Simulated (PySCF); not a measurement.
These compounds are isomers of formula C5H9ClOSi2.

A. SMILES C([Si@H]1C=C[Si@H](O)C=C1)Cl
B. `InChI=1S/C5H9ClOSi2/c6-5(8)9-4-2-1-3-7-4/h1-3,5H,9H2,8H3/t5-/m0/s1`
C. `C#C/C=C/O[SiH2][C@H]([SiH3])Cl`

Spectrum 1. 1H NMR (400 MHz, computed): δ 7.61 (m, 2H), 7.54 (m, 2H), 5.00 (m, 1H), 4.61 (m, 1H), 2.89 (d, 2H), 1.51 (br s, 1H). 13C{1H} NMR (computed): δ 162.5 (CH), 155.4 (CH), 34.6 (CH2).

Spectrum 2. 1H NMR (400 MHz, computed): δ 7.02 (d, 1H), 5.48 (m, 1H), 5.04 (m, 1H), 4.72 (m, 1H), 4.16 (d, 3H), 2.97 (m, 1H), 2.61 (d, 1H). 13C{1H} NMR (computed): δ 160.1 (CH), 100.7 (CH), 88.9 (CH), 83.2 (C), 24.2 (CH).

Spectrum 3. 1H NMR (400 MHz, computed): δ 7.82 (m, 1H), 7.12 (m, 1H), 6.75 (m, 1H), 5.05 (m, 1H), 4.65 (m, 1H), 3.92 (d, 3H), 3.34 (m, 1H). 13C{1H} NMR (computed): δ 153.7 (C), 153.5 (CH), 130.1 (CH), 117.3 (CH), 25.1 (CH).

- geometry from GFN2-xTB
- shieldings: GIAO PBE0/pcSseg-1
- code: PySCF 2.14.0 with density-fitted response routines
- one computed conformer, gas phase, averaged over atoms made equivalent by symmetry, fast rotation or ring inversion, non-relativistic

References, each an isolated molecule treated in the same way: TMS for 1H, 13C. Where no couplings were computed, multiplicities follow the n + 1 count of equivalent neighbours, and m marks all less simple cases (inequivalent or close neighbours, rings, F or P nearby). Shifts are as computed. Against solution values, carbons near 30 ppm lie about +3 ppm off and those near 130 ppm about +5 ppm; carbons on Cl a further +6 ppm. Of 1211 compounds with measured shifts, 218 miss one by over three times the rms of a fit or turn the order of signals round; such compounds aren't used in these exercises. Carbons bonded to Cl come out too deshielded. OH and NH positions are gas-phase values without hydrogen bonding to other molecules.

Question: Which spectrum belongs to which compound?

Answer: 1–A, 2–C, 3–B.

- Spectrum 1 (A): 3 13C signals; δC 162.5 is an alkene CH; δC 155.4 is an alkene CH.
- Spectrum 2 (C): 5 13C signals; δC 160.1 is an alkene carbon bearing oxygen; δC 100.7 is a β carbon of an enol-ether or enamine type C=C.
- Spectrum 3 (B): 5 13C signals; δC 130.1 is an aromatic CH; δC 25.1 is an sp3 CH bonded to Cl and 2 Si.
